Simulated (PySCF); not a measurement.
CH₅S, SMILES [SH2+]C, charge +1.

Geometry: B3LYP-D3(BJ)/def2-TZVP. The isomer is the one that the SMILES or the coordinates give; other isomers of the formula were not compared.

Computed with TDA-CAM-B3LYP/def2-TZVPD run with PySCF.

Vertical excitations. Gas-phase values at a fixed geometry. State labels are in the subgroup Cs.

Computed UV-visible absorptions:
```
state  symmetry  energy (eV)  λ (nm)      f                                                               main pairs
-----  --------  -----------  ------  -----  -----------------------------------------------------------------------
S1           A'         8.53     145  0.053                                                           HOMO→LUMO 91 %
S2           A"         8.61     144  0.035                                                         HOMO→LUMO+1 91 %
S3           A'         9.43     131  0.036                                                         HOMO→LUMO+2 92 %
S4           A"         9.87     126  0.003                                                         HOMO−1→LUMO 81 %
S5           A"        10.39     119  0.008                                                       HOMO−2→LUMO+1 86 %
S6           A'        10.42     119  0.003                                     HOMO−1→LUMO+1 70 %, HOMO−2→LUMO 20 %
S7           A'        10.62     117  0.106                                     HOMO−2→LUMO 67 %, HOMO−1→LUMO+1 20 %
S8           A"        11.04     112  0.012                                                       HOMO−1→LUMO+2 82 %
S9           A'        11.22     111  0.003  HOMO−2→LUMO+2 30 %, HOMO→LUMO+3 29 %, HOMO−3→LUMO 18 %, HOMO→LUMO+5 7 %
S10          A'        11.47     108  0.201                   HOMO→LUMO+5 41 %, HOMO−2→LUMO+2 31 %, HOMO→LUMO+3 11 %
T1           A'         7.17     173      0                                                           HOMO→LUMO 85 %
T2           A"         7.21     172      0                                                         HOMO→LUMO+1 92 %
T3           A'         8.79     141      0                                                         HOMO→LUMO+2 71 %
T4           A'         9.20     135      0                   HOMO−2→LUMO 65 %, HOMO→LUMO+2 14 %, HOMO−2→LUMO+2 10 %
```
Triplets are in the Tamm–Dancoff approximation.
